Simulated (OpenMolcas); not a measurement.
## Co2+: ligand-field states by method

Co2+ with its 8 nearest fluoride ions at 2.366 Å, on the Ca site of CaF2 (a = 5.46294 Å, distance in the model lattice 2.366 Å). The rest of the host is ab initio model potentials to 7.6 Å and point charges beyond; the distance is set by hand and nothing relaxes. Ligand basis ANO-RCC-VDZP.

```
Program             : OpenMolcas 26.06
Basis               : ANO-RCC-VTZP [6s5p3d2f1g]
Scalar Hamiltonian  : DKH2, point nucleus
Active space        : 7 electrons in 5 orbitals (3d)
State averaging     : 2S+1 = 4 even, 10 roots; 2S+1 = 2 even, 40 roots
Spin-orbit coupling : state interaction with AMFI integrals over the reference wave functions
```

I. CASSCF
II. SS-CASPT2, IPEA 0.25 Eh, imaginary shift 0.1 Eh (closed shells correlated: 3s 3p and the ligand valence shells)

Spin-free states (labels of O, the rotations of Oh) in cm-1, each column counted from its own energy of the first state listed:

```
State  Degeneracy      I     II
  4A2           1      0      0
  4T2           3   2403   2020
  4T1           3   4290   5190
   2E           2  20243  16880
  2T1           3  20574  17240
  2A1           1  20942  17690
  4T1           3  21325  17770
  2T2           3  21527  18490
  2T1           3  26182  21790
  2T2           3  26622  22790
   2E           2  27804  24260
  2T1           3  28073  23930
  2T1           3  28405  25690
  2T2           3  29865  25620
   2E           2  30905  28730
  2A2           1  45226  37460
  2T2           3  45493  37930
  2T1           3  45936  38610
   2E           2  69848  58490
  2T2           3  70091  59400
```

From I to II, I's first state of the same spin (4T2) moves from 2403 to 2020 cm-1, by about -380 cm-1.

From I to II, I's first state of another spin (2E) moves from 20243 to 16880 cm-1, by about -3400 cm-1.

χT at 300 K: I 3.15, II 3.31 cm3 K/mol.

Roots that are degenerate in the reference are averaged as groups; the widest CASPT2 spread within a group is 360 cm-1 (the 3-fold group of multiplicity 4 near 2020 cm-1 above the lowest state of its run, II). Shifts and gaps below about the spread of the groups concerned are not significant. Over all roots computed the reference weight is 0.68 to 0.69 in II; a low but even weight reflects the number of correlated electrons. Ligand-to-metal charge-transfer states are missing. Without dynamic correlation the repulsion within the d shell is too large (B by tens of per cent), so at a given field states of lower spin stand too high (holds for I). With no ligand orbital active B as a rule stays too high, so bands that hang on it stand too high and its fall with covalency is understated (holds for I). With metal d orbitals alone and no dynamic correlation 10Dq can be off by a tenth to a fifth, either way, in oxide and fluoride hosts (holds for I). A single d shell leaves out the double-shell effect, which counts most for late 3d ions, where the CASPT2 field can be off either way by tens of per cent (holds for II). These CASPT2 states fit no ligand-field parameters well, so their order and spin gaps are uncertain (holds for II). For late 3d ions with one d shell CASPT2 can put B and the spin-flip bands somewhat low as well as high (holds for II). With one d shell and no ligand orbital active, 10Dq can be off by tens of per cent for divalent 3d ions, low with halides held by bare charges and at times high in hosts, and the orbital part of g and χT goes as 1/10Dq (holds for II). Free-ion shares, where given, are those of the reference states; single-state CASPT2 does not remix them (holds for II). The distance lies 5 % over the 2.264 Å that this model takes as the normal distance (a Shannon-type radius plus a fixed donor radius, weighted with the host); by an R⁻⁵ law this alone changes a d-shell field by about -20 %. No measured value stands beside these numbers; the geometry was set by hand and not optimised.
